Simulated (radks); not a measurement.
Fractional charge and spin in the 5p shell of caesium: the spin-up occupation runs from 2 to 3 and the spin-down occupation from 2 to 3; the fullest corner is Cs, [Kr] 4d10 5s2 6s(up 0.5, down 0.5) 5p(up 3, down 3). Method: scalar-relativistic Kohn-Sham, r2SCAN, spin-polarised, spherical densities, finite nucleus; meta-GGA in the generalised Kohn-Sham scheme; Fermi nuclear charge, rms radius of each element as measured or else 0.836 A^(1/3) + 0.57 fm; computed with a radial shooting solver on a logarithmic mesh with Libxc functionals. Energy (eV) above the fullest corner. The planes named below are the two flat planes that join the four corners, with an edge along up + down = one added electron.

| down \ up | 2 | 2.25 | 2.5 | 2.75 | 3 |
|---|---|---|---|---|---|
| 2 | 46.352 | 38.432 | 31.109 | 24.375 | 18.220 |
| 2.25 | 38.432 | 31.178 | 24.507 | 18.410 | 12.876 |
| 2.5 | 31.109 | 24.507 | 18.473 | 12.998 | 8.069 |
| 2.75 | 24.375 | 18.410 | 12.998 | 8.127 | 3.783 |
| 3 | 18.220 | 12.876 | 8.069 | 3.783 | 0.000 |

Corners above the fullest one (they belong to Cs+ and the next ion): (up 3, down 2) 18.220 eV, (up 2, down 3) 18.220 eV, (up 2, down 2) 46.352 eV. With half an added electron in each spin the energy lies 0.253 eV from the planes, and with half an added electron in spin up alone -1.176 eV. The planes are only a guide here: the flat-plane condition holds for ground states with one frontier orbital, while this shell lies below other occupied shells, so the corners above the fullest one are inner-hole states and not the ground states of those ions.
